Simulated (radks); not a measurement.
Spherical quantum dot in the effective-mass picture: electrons in a parabolic well V = omega^2 r^2 / 2 with omega = 1.71, with a point charge +1 (a donor) at the centre, all in effective atomic units (hartree* = m*/eps^2 hartree, bohr* = eps/m* bohr), one dielectric constant everywhere. Calculated with a radial shooting solver with Libxc functionals: non-relativistic Kohn-Sham, exchange-only LDA, spin-polarised, spherical densities. Levels are named by radial order and angular momentum (1s, 1p, 1d, 2s, ...), and open shells are averaged over m.

N = 14, configuration 1s2 1p6 1d(up 5, down 0) 2s(up 1, down 0). This is the lowest configuration that the search found. Occupied and some empty levels:

| level | occupation | eigenvalue (hartree*) | <r> (bohr*) |
|---|---|---|---|
| 1s up | 1 | 10.627 | 0.9720 |
| 1s down | 1 | 10.789 | 0.9628 |
| 1p up | 3 | 11.929 | 1.382 |
| 1p down | 3 | 12.118 | 1.371 |
| 2s up | 1 | 12.937 | 1.412 |
| 1d up | 5 | 13.119 | 1.620 |
| 2s down | 0 | 13.141 | 1.427 |
| 1d down | 0 | 13.327 | 1.618 |
| 1f up | 0 | 14.367 | 1.805 |
| 2p up | 0 | 14.532 | 1.626 |
| 1f down | 0 | 14.578 | 1.810 |
| 2p down | 0 | 14.694 | 1.640 |
| 1g up | 0 | 15.680 | 1.963 |
| 1g down | 0 | 15.883 | 1.973 |

Energy (hartree*): total 112.496, kinetic 24.573, external 33.446, Hartree 62.156, exchange-correlation -7.6793.
